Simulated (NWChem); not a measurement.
System: CH₄F₂Si; SMILES F[SiH2]CF

Here is an NWChem input.

```
start job
memory heap 200 mb stack 900 mb global 1100 mb
geometry units angstroms noautosym nocenter noautoz
  F      0.646016    -1.812391     0.251085
  C     -0.194577    -1.056108    -0.561155
  Si    -0.457712     0.678465     0.162297
  F      0.927882     1.548942     0.046773
  H      0.234706    -0.995331    -1.588678
  H     -1.182629    -1.568326    -0.656506
  H     -0.827442     0.575472     1.610736
  H     -1.520583     1.377654    -0.637412
end
basis spherical
  F library 6-31g*
  C library 6-31g*
  Si library 6-31g*
  H library 6-31g*
end
dft
  xc hfexch
  iterations 150
  mulliken
end
task dft energy
esp
  recalculate
  probe 0.07
  range 0.3
  factor 1.0
  spacing 0.02
end
task esp
```

All runs use the structure optimised with PBE-D3(BJ)/def2-SVP.

Atomic charges in e: unrestrained fits to the electrostatic potential beside Mulliken populations; buried atoms are poorly determined by the fit.

Atoms are numbered as in the input.

Task: Give the results of this calculation. (Hartree-Fock/6-31G* (spherical d).) Quantities: ESP F1; Mulliken F1; ESP C2; Mulliken C2; ESP Si3; Mulliken Si3; ESP F4; Mulliken F4; relative RMS misfit of the potential (%).

Result: The ESP F1 is -0.29 and the Mulliken F1 is -0.44. The ESP C2 is 0.11 and the Mulliken C2 is -0.15. The ESP Si3 comes out as 0.77, the Mulliken Si3 is 1.11 and the ESP F4 is -0.36. The Mulliken F4 is -0.54 and the relative RMS misfit of the potential (%) is 19.
